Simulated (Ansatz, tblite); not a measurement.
Spin states of the cluster Nb₃Te₄⁺ (the lowest singlet isomer of a short search), each relaxed with PBE-D4/def2-SVP in Ansatz. Electronic energies in the gas phase.

In the def2 sets Nb, Te take a core potential; there is no spin–orbit coupling. The xTB rows come from tblite. HSE06 is defined as in plane-wave codes, on full-range PBE exchange. The structure comes from a short search, and lower isomers may exist.

Singlet geometry (Cs within 0.1 Å):

```xyz
7

Nb   -0.802   -1.357    0.149
Nb    1.553   -0.172   -0.268
Nb   -0.372    1.115    1.061
Te   -2.684    0.524   -0.155
Te    0.354   -1.499   -2.263
Te    1.036    2.396   -0.823
Te    0.914   -1.006    2.298
```

Triplet geometry (Cs within 0.1 Å):

```csv
atom,x (Å),y (Å),z (Å)
Nb1,-1.400,0.769,-0.154
Nb2,0.044,-1.558,0.426
Nb3,1.081,0.804,0.503
Te4,0.149,2.602,-1.321
Te5,-1.711,-1.475,-1.606
Te6,2.576,-1.304,-0.371
Te7,-0.739,0.163,2.523
```

Quintet geometry (Cs within 0.1 Å):

```xyz
7

Nb    1.3319   -0.8984    0.4882
Nb   -0.6368   -0.2572   -1.5326
Nb   -0.2725    1.2271    0.6551
Te    0.7925    0.1674    2.9217
Te   -0.2766   -2.7551   -0.6049
Te   -2.6679    1.2948   -0.6300
Te    1.7294    1.2215   -1.2975
```

⟨S²⟩: triplet 2.04 at PBE0-D4/def2-TZVP (pure 2.00), quintet 6.09 at PBE0-D4/def2-TZVP (pure 6.00).

Run but left out: HF/STO-3G, B2PLYP/def2-TZVP (singlet: restricted singlet, unstable in another Hartree–Fock run and untested here); HF/def2-TZVP, MP2/def2-TZVP (singlet: restricted singlet, unstable towards broken spin symmetry).

Only these spin states were relaxed.

```tsv
level	triplet − singlet (kcal/mol)	quintet − singlet (kcal/mol)	lowest of these	remarks
GFN1-xTB	15.4	30.3	singlet	–
GFN2-xTB	7.6	8.9	singlet	–
PBE0-D4/def2-TZVP	20.1	46.3	singlet	restricted SCF unstable in HF (singlet)
```

Q: Estimate the rows for PBE-D4/def2-TZVP, r2SCAN-D4/def2-TZVP, HSE06-D4/def2-TZVP.

A: 
```csv
level,triplet − singlet (kcal/mol),quintet − singlet (kcal/mol),lowest of these,remarks
PBE-D4/def2-TZVP,16.7,45.5,singlet,–
r2SCAN-D4/def2-TZVP,16.3,41.4,singlet,restricted SCF unstable in HF (singlet)
HSE06-D4/def2-TZVP,19.8,46.3,singlet,restricted SCF unstable in HF (singlet)
```

The xTB methods have no spin-polarisation term.
